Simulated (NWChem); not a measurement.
System: MgH₅O₃Cl; SMILES [OH][Mg](<-[OH2])(<-[OH2])[Cl]

```xyz
10

Mg     0.0839    -0.0798     0.2926
Cl     0.4604     2.1093     0.7808
O      0.5628    -1.8494     0.6321
H      0.6118    -2.5086     1.3215
O      0.5856    -0.8667    -1.5875
H      0.7660    -1.6527    -0.9781
H      1.3996    -0.6614    -2.0584
O     -1.9247     0.3919     0.0249
H     -2.4673     0.1790    -0.7427
H     -1.8744     1.3610     0.0996
```
Atoms are numbered in this order, from 1.

Level: PBE0/def2-SVP (NWChem), optimised geometry, unscaled harmonic frequencies. 

### Question
List the harmonic frequencies with IR intensities, and the thermochemistry.

### Answer
```csv
frequency (cm⁻¹),IR intensity (km/mol)
62,8.5
85,10.0
108,7.1
135,38.4
228,20.6
263,237.7
281,50.1
339,3.4
377,50.7
394,58.0
444,161.3
467,155.0
538,162.5
571,18.0
607,156.8
715,152.5
1043,315.7
1577,118.5
1588,109.3
3082,705.8
3744,113.3
3929,157.4
3930,106.7
4028,61.4
```

| Property | Result |
|---|---|
| zero-point energy | 40.8 kcal/mol |
| thermal correction to the enthalpy at 298.15 K (with zero-point energy) | 47.3 kcal/mol |
| heat capacity Cv | 30.8 cal/(mol K) |
| entropy at 298.15 K and 1 atm (symmetry number 1) | 94.1 cal/(mol K) |
| dipole moment | 4.13 D |

Rigid rotor and harmonic oscillator; modes under 100 cm⁻¹ make the entropy uncertain.
